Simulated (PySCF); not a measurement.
PySCF 2.14 output of an unrestricted PBE calculation on a single atom or ion in aug-cc-pVTZ-PP with ECP60MDF, with a scalar-relativistic core potential:

```
SCF conv_tol = 1e-09
number electrons alpha = 13  beta = 9
    J. P. Perdew, K. Burke, and M. Ernzerhof.,  Phys. Rev. Lett. 77, 3865 (1996)
    J. P. Perdew, K. Burke, and M. Ernzerhof.,  Phys. Rev. Lett. 78, 1396 (1997)
    J. P. Perdew, K. Burke, and M. Ernzerhof.,  Phys. Rev. Lett. 77, 3865 (1996)
    J. P. Perdew, K. Burke, and M. Ernzerhof.,  Phys. Rev. Lett. 78, 1396 (1997)
cycle= 1 E= -192.6086527501  delta_E= -0.0113  |g|= 0.0235  |ddm|= 0.488
cycle= 2 E= -192.60870379605  delta_E= -5.1e-05  |g|= 0.0192  |ddm|= 0.067
cycle= 3 E= -192.608830095349  delta_E= -0.000126  |g|= 0.000923  |ddm|= 0.0361
cycle= 4 E= -192.608830637975  delta_E= -5.43e-07  |g|= 0.000137  |ddm|= 0.00454
cycle= 5 E= -192.6088306522  delta_E= -1.42e-08  |g|= 1.06e-06  |ddm|= 0.000672
cycle= 6 E= -192.608830652201  delta_E= -9.95e-13  |g|= 3.75e-08  |ddm|= 4.78e-06
converged SCF energy = -192.608830652201  <S^2> = 6.0026734  2S+1 = 5.0010693
```

The run itself started from symmetry-adapted Hartree-Fock orbitals and held the occupation by maximum overlap, on a logarithmic radial grid, so the iterations belong to that start.

Problem. Which element, charge and spin multiplicity is this?

Solution. Pb (lead, neutral), multiplicity 5; the state was [Xe] 4f14 5d10 6s1 6p3, high-spin 5S determinant (an excited configuration).

Energies and moments cover only the electrons outside the core potential. Spin-orbit coupling, which splits the p, d and f shells strongly at this Z, is absent. Spin-orbit coupling is strong in this species (close to jj coupling), so the high-spin LS determinant is a model state, not a physical level.
